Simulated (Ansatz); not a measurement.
The first iterations of a band of C$_{2}$H$_{7}$FSiSn (12 atoms, charge 0, multiplicity 1).

Theory: RKS PBE/def2-SVP (Ansatz).

```json
{
 "movable images": "8",
 "climbing image": "no",
 "spring": "5.0 eV/Å²",
 "optimiser": "quadratic models (default)",
 "start path": "through a guess of the saddle point",
 "force threshold": "0.03 eV/Å",
 "iteration limit": "60",
 "end points": "relaxed"
}
```

First end point:

```xyz
12
Properties=species:S:1:pos:R:3
C -2.074 0.501 1.225
C -1.458 0.056 0.109
Si 0.134 -0.922 0.167
F -0.052 -2.360 -0.621
Sn 2.068 0.319 -1.033
H -1.692 0.265 2.234
H -2.986 1.122 1.186
H -1.888 0.322 -0.875
H 0.459 -1.219 1.608
H 2.492 1.767 -0.187
H 3.480 -0.673 -1.143
H 1.594 0.768 -2.636
```

Last end point:

```xyz
12
Properties=species:S:1:pos:R:3
C -1.761 0.937 0.489
C -1.504 -0.377 0.651
Si 0.114 -1.211 0.204
F -0.170 -2.363 -0.947
Sn 1.874 0.435 -0.752
H -1.021 1.630 0.050
H -2.721 1.390 0.790
H -2.296 -1.012 1.094
H 0.648 -1.950 1.405
H 2.405 1.577 0.436
H 3.262 -0.442 -1.294
H 1.248 1.332 -2.093
```

| iteration | highest image above the first end (eV) | largest band force component (eV/Å) |
| --- | --- | --- |
| 1 | 4.068 | 8.476 |
| 2 | 1.742 | 3.544 |
| 3 | 0.804 | 5.600 |
| 4 | 0.378 | 2.246 |
| 5 | 0.122 | 1.176 |
| 6 | 0.079 | 0.598 |

Task: Does the band converge within its limit, and where does its top end?

Result: The forces met the threshold. It ended after 18 iterations with the highest image 0.057 eV above the first end. No image climbed, so the highest image needn't sit at the top of the path.

The run took 6.2 min on 2 threads of Arm Neoverse V1 (shared host), peak memory 0.17 GiB.
